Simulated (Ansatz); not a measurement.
The same molecule with X = B, Al, Ga, In. Ansatz, PBE0-D4/def2-TZVP geometries, multiplicity 1.

Elements past krypton have def2 core potentials. Scalar relativity is left out up to krypton.

```json
{"X": "B", "molecule": "`[BH3-][SH2+]`", "mean X–H bond length / Å": "1.206", "mean X–S bond length / Å": "1.975", "LUMO energy (B3LYP/def2-TZVPP) / eV": "-0.64", "zero-point energy (PBE0-D4/def2-TZVP) / kJ/mol": "126.6", "size of the dipole moment (PBE/def2-TZVPP) / D": "3.79"}
{"X": "Al", "molecule": "`[AlH3-][SH2+]`", "mean X–H bond length / Å": "1.596", "mean X–S bond length / Å": "2.535", "LUMO energy (B3LYP/def2-TZVPP) / eV": "-0.91", "zero-point energy (PBE0-D4/def2-TZVP) / kJ/mol": "99.4", "size of the dipole moment (PBE/def2-TZVPP) / D": "3.68"}
{"X": "Ga", "molecule": "`[SH2+][GaH3-]`", "mean X–H bond length / Å": "1.575", "mean X–S bond length / Å": "2.599", "LUMO energy (B3LYP/def2-TZVPP) / eV": "-0.73", "zero-point energy (PBE0-D4/def2-TZVP) / kJ/mol": "99.5", "size of the dipole moment (PBE/def2-TZVPP) / D": "3.31"}
```

Task: Give the row for X = In, `[SH2+][InH3-]`. (An estimate is asked.)

Result: Computed: 
```tsv
X	molecule	mean X–H bond length / Å	mean X–S bond length / Å	LUMO energy (B3LYP/def2-TZVPP) / eV	zero-point energy (PBE0-D4/def2-TZVP) / kJ/mol	size of the dipole moment (PBE/def2-TZVPP) / D
In	`[SH2+][InH3-]`	1.730	2.849	-0.96	92.4	3.01
```

From B to In the mean X–H bond length isn't monotonic: highest at In, lowest at B; the mean X–S bond length rises at each step, by 0.874 Å in all; the LUMO energy (B3LYP/def2-TZVPP) isn't monotonic: highest at B, lowest at In; the zero-point energy (PBE0-D4/def2-TZVP) isn't monotonic: highest at B, lowest at In. Bonds lengthen as the atom grows down the group. Dipoles are sizes alone, and their direction can turn along the series.

B3LYP here is the variant with VWN-RPA as its local correlation; programs differ in this.
